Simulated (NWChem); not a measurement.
# C$_{2}$BrCl$_{2}$F; SMILES Br/C(Cl)=C(/Cl)F

All runs: NWChem. Pople sets run with spherical d functions. Structure relaxed at the PBE0/def2-SVP level. Level r2SCAN/6-31G*: energy and gradient on several grids; changes count from the extra-fine grid, which is no exact limit either.

### Question
Which is the coarsest grid (medium; xfine; xcoarse; fine; coarse) from which on the energy stays within 100 μHa and each gradient component within 200 μHa/bohr of xfine?

### Answer
medium.
| grid | size of the energy change (μHa) | largest change of a gradient component (μHa/bohr) |
|---|---|---|
| xcoarse | 4000 | 4000 |
| coarse | 500 | 300 |
| medium | 60 | 100 |
| fine | 20 | 40 |
| xfine | < 10 | < 30 |
